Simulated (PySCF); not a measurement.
Sn(H)(Cl)2(Et) (C2H6Cl2Sn), SMILES C[CH2][SnH]([Cl])[Cl].

Geometry: B3LYP-D3(BJ)/def2-SVP. The structure was generated by enumeration; whether it is a known compound was not checked. The def2 effective core potentials stand for the cores of Sn; spin–orbit coupling is left out. Other conformers were not sampled.

Two levels are set side by side: TDDFT-PBE/def2-SVPD (PySCF) and TDDFT-M06-2X/def2-SVPD (PySCF). Vertical, same geometry. The lowest singlet is HOMO→LUMO 93 % with PBE and HOMO→LUMO 81 % with the other functional; states are paired by order. Differences are taken from unrounded values.

```
quantity                               TDDFT-M06-2X
-------------------------------------  ------------
lowest singlet excitation (eV)                 6.30
lowest triplet excitation (TDA) (eV)           5.54
first bright state (f over 0.05) (eV)          6.30
its oscillator strength                        0.08
```

What does TDDFT-PBE give, and how far is it from TDDFT-M06-2X? (The exact figures need the calculation; the answer reports its results.)


| quantity | TDDFT-PBE | TDDFT-PBE minus TDDFT-M06-2X |
|---|---|---|
| lowest singlet excitation (eV) | 5.12 | -1.18 |
| lowest triplet excitation (TDA) (eV) | 4.51 | -1.03 |
| first bright state (f over 0.05) (eV) | 5.12 | -1.18 |
| its oscillator strength | 0.06 | -0.02 |

A lower first singlet is the usual sign of a functional without exact exchange. Differences between two approximate levels are no errors against the true value.

Rough cost on one machine, each run with all the roots and properties that it gave: TDDFT-M06-2X against TDDFT-PBE about 10 times.
